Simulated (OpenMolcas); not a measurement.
Ar+: the spin-orbit constant, thermal populations, worked from levels

```yaml
Program: OpenMolcas 26.06
Basis: ANO-RCC-VQZP [6s5p3d2f1g]
Scalar_Hamiltonian: DKH2, point nucleus
Active_space: 7 electrons in 9 orbitals (RAS2 3s 3p; RAS3 3d, at most 2 electrons)
State_averaging: 2S+1 = 2 odd, 3 roots; 2S+1 = 2 even, 1 root
Spin-orbit_coupling: RASSI with atomic mean-field integrals over the reference wave functions, term energies averaged over their components
```

Methods: RASSCF; SS-RASPT2, IPEA 0.25 Eh, imaginary shift 0.1 Eh (closed shells correlated: 2s 2p). Measured levels: NIST Handbook of Basic Atomic Spectroscopic Data.

**The spin-orbit constant.** For the Hund term 2P* of p5, E(J) = (A/2) J(J+1) + constant and ζ = -2S·A = -A. From J = 1/2 to J = 3/2 the energy changes by 1.5 A.

| Source | E(3/2) - E(1/2) | A | ζ |
| --- | --- | --- | --- |
| RASSCF | -1282.1 | -854.7 | 855 |
| SS-RASPT2 | -1282.1 | -854.7 | 855 |
| measured | -1431.6 | -954.4 | 954 |

All in cm-1. SS-RASPT2 is off by -10.4 % and RASSCF by -10.4 %. Both methods take the spin-orbit matrix elements from the reference wave functions, so the second can move ζ only through the term energies and any multistate remixing.

**Thermal populations.** Z = Σ (2J + 1) exp(-E/kT) with k = 0.695035 cm-1/K, over the levels below. No other level of either list lies under 90000 cm-1, which is above 7 kT at each temperature.

| Level | 2J + 1 | SS-RASPT2 | measured |
| --- | --- | --- | --- |
| 3s2 3p5 2P* 3/2 | 4 | 0.0 | 0.0 |
| 3s2 3p5 2P* 1/2 | 2 | 1282 | 1432 |

```json
{"T (K)": "5000", "Z, SS-RASPT2": "5.383", "Z, measured levels": "5.325", "Ground level (%), SS-RASPT2": "74.3", "Ground level (%), measured levels": "75.1"}
{"T (K)": "8000", "Z, SS-RASPT2": "5.588", "Z, measured levels": "5.546", "Ground level (%), SS-RASPT2": "71.6", "Ground level (%), measured levels": "72.1"}
{"T (K)": "12000", "Z, SS-RASPT2": "5.715", "Z, measured levels": "5.684", "Ground level (%), SS-RASPT2": "70.0", "Ground level (%), measured levels": "70.4"}
```

At 12000 K, kT = 8340 cm-1, and the computed levels give Z = 4.000 + 1.715 = 5.715.

Active for correlation alone: 3d; no level in the range computed is led by a configuration that fills it, so any true level of that kind is missing. Without dynamic correlation excited terms often stand tens of per cent too high (terms of higher spin than the ground term too low), and those without a measured partner can miss by more than the paired ones (holds for RASSCF). Computed and measured levels are paired by configuration, term and J; levels that our copy of the source lacks, or whose pairing is in doubt (as where it misses far off the trend of its configuration), stay unpaired and out of the deviations. Levels of configurations outside the active space are missing.

* marks odd parity.
